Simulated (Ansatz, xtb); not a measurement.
## CH10Si3: which of two isomers lies lower

Structure I: `C[SiH]([SiH3])[SiH3]`, a singlet. Structure II: `C[SiH2][SiH2][SiH3]`, a singlet. Both are isolated molecules in the gas phase, relaxed with B3LYP/6-31G*; the shapes shown needn't be the lowest conformers.

I (Å):

```xyz
14

C    -0.1440   -1.1030    1.1170
Si   -1.1954    0.0904    0.0680
Si   -0.0119    0.8175   -1.8363
Si   -1.9261    1.9298    1.3479
H     0.7608   -0.6098    1.4887
H     0.1633   -1.9733    0.5267
H    -0.7114   -1.4650    1.9816
H    -2.4138   -0.6320   -0.4123
H     0.4237   -0.3397   -2.6701
H     1.2080    1.5806   -1.4457
H    -0.8568    1.7059   -2.6832
H    -0.7673    2.7227    1.8495
H    -2.7146    1.4794    2.5310
H    -2.7860    2.8372    0.5372
```

II (Å):

```xyz
14

C     1.0865    0.1341    1.7408
Si   -0.1810   -0.7999    0.6833
Si   -1.5971    0.6454   -0.5253
Si   -3.1831   -0.4890   -1.8444
H     1.7314    0.7642    1.1189
H     1.7252   -0.5698    2.2863
H     0.5899    0.7786    2.4741
H    -1.0220   -1.6747    1.5521
H     0.5227   -1.6943   -0.2821
H    -2.3193    1.5476    0.4218
H    -0.7775    1.5258   -1.4119
H    -4.0562   -1.3460   -0.9945
H    -4.0511    0.4706   -2.5831
H    -2.5061   -1.3653   -2.8408
```

Quicker runs give these differences E(II) − E(I): GFN2-xTB +0.009 eV; HF/STO-3G −0.059 eV (at GFN2-xTB geometries); r2SCAN-D4/def2-SVP −0.035 eV (at GFN2-xTB geometries).

Problem. Estimate E(II) − E(I) at the level CCSD(T)/def2-SVP + ΔMP2/def2-TZVPP.

Solution. Too close to call at this level: CCSD(T)/def2-SVP + ΔMP2/def2-TZVPP gives E(II) − E(I) = −0.023 eV.

How the difference moves with the method:

```tsv
level	geometry	E(II) − E(I) (eV)	departure from the last row (eV)	job, with rough time for the two
GFN2-xTB	GFN2-xTB	+0.009	+0.032	optimisation, 0.22 s
HF/STO-3G	GFN2-xTB	−0.059	−0.037	single point, 0.36 s
r2SCAN-D4/def2-SVP	GFN2-xTB	−0.035	−0.012	single point, 4.6 s
B3LYP/6-31G*	B3LYP/6-31G*	−0.039	−0.017	optimisation, 36 s
HF/def2-SVP	B3LYP/6-31G*	−0.038	−0.015	part of the CCSD(T) run
MP2/def2-SVP	B3LYP/6-31G*	−0.015	+0.008	part of the CCSD(T) run
CCSD(T)/def2-SVP	B3LYP/6-31G*	−0.017	+0.006	single point
CCSD(T)/def2-SVP + ΔMP2/def2-TZVPP	B3LYP/6-31G*	−0.023		single point, 40 s
```

As drawn, both hold the same kinds of bond in the same numbers.

The largest departure from CCSD(T)/def2-SVP + ΔMP2/def2-TZVPP is that of HF/STO-3G, 0.037 eV. The last row adds to CCSD(T) the change of the MP2 difference between the two basis sets, here −0.006 eV.

With harmonic frequencies from B3LYP/6-31G* (ideal gas, rigid rotor, one conformer each, 200 K, 1 atm): on the last row, ΔE + ΔZPE = −0.016 eV. A mode under 50 cm⁻¹ makes harmonic enthalpies and free energies unreliable, so none is given.

The correlated steps freeze 16 core orbitals. Programs: Ansatz 0.2.0, xtb 6.7.1; the last row on 2 threads of Arm Neoverse V1 on a shared host.
